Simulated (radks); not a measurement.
Values are calculated unless marked as measured or tabulated.
Problem. The molybdenum ion Mo3+, configuration [Kr] 4d3 (the NIST ground configuration). Code: a radial shooting solver on a logarithmic mesh with Libxc functionals. Model: Dirac Kohn-Sham, revPBE, spin-unpolarised, spherical densities, finite nucleus; open shells fill j = l - 1/2 first; Fermi nuclear charge, rms radius 4.4091 fm.

Spin-orbit splittings of the eigenvalues, e(l+1/2) - e(l-1/2), with zeta = 2 splitting/(2l+1) and mean radii in bohr:

| shell | occ. | splitting (eV) | zeta (eV) | <r> j=l-1/2 | <r> j=l+1/2 |
|---|---|---|---|---|---|
| 2p | 6 | 106.5 | 71.03 | 0.1308 | 0.1353 |
| 3p | 6 | 17.55 | 11.70 | 0.4232 | 0.4337 |
| 3d | 10 | 3.324 | 1.329 | 0.4130 | 0.4165 |
| 4p | 6 | 2.572 | 1.715 | 1.193 | 1.221 |
| 4d | 3 | ? | ? | 1.601 | 1.613 |
| 5p | 0 | 0.3846 | 0.2564 | 3.124 | 3.178 |

Estimate the 4d splitting.

Solution. 0.2867 eV (zeta = 0.1147 eV).
